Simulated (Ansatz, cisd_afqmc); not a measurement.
System: CHBrF₂, charge 0, singlet. CHBrF2 (SMILES FC(Br)F).
B3LYP-D3(BJ)/def2-TZVP minimum from Ansatz (a program for electronic structure):
```xyz
5

F     -1.4548     1.1355    -0.3242
C     -0.9757     0.0377     0.2785
F     -1.5308    -1.0390    -0.2965
Br     0.9694    -0.0330     0.0735
H     -1.2052     0.0592     1.3412
```

Total energies in cc-pVQZ, 26 correlated electrons, 17 frozen orbitals. Radicals and triplets start from unrestricted determinants; spin-orbit coupling is neglected. Cores are frozen in correlated methods (noble-gas shells, and filled d and f shells in the p block). No relativity. AFQMC/CISD: phaseless, guided by CISD from CCSD amplitudes; bars are statistical, one sigma. Outlying blocks are dropped, and bars are widened where a walk drifts. Over all cases where full CI ran beside it in this data, AFQMC minus full CI had a median of +0.1 mEh and passed +0.4 mEh in a tenth of the cases. Spin-orbit terms, left out, reach several kcal/mol for Br and I, and more for heavier atoms.

```
method         program          energy (Eh)  minus AFQMC/CISD (mEh)
----------  ----------  -------------------  ----------------------
HF              Ansatz          -2809.89186             951.5 ± 0.4
MP2             Ansatz          -2810.79487              48.5 ± 0.4
CCSD            Ansatz          -2810.80686              36.5 ± 0.4
CCSD(T)         Ansatz          -2810.84170               1.7 ± 0.4
AFQMC/CISD  cisd_afqmc  -2810.8434 ± 0.0004                     0.0
```
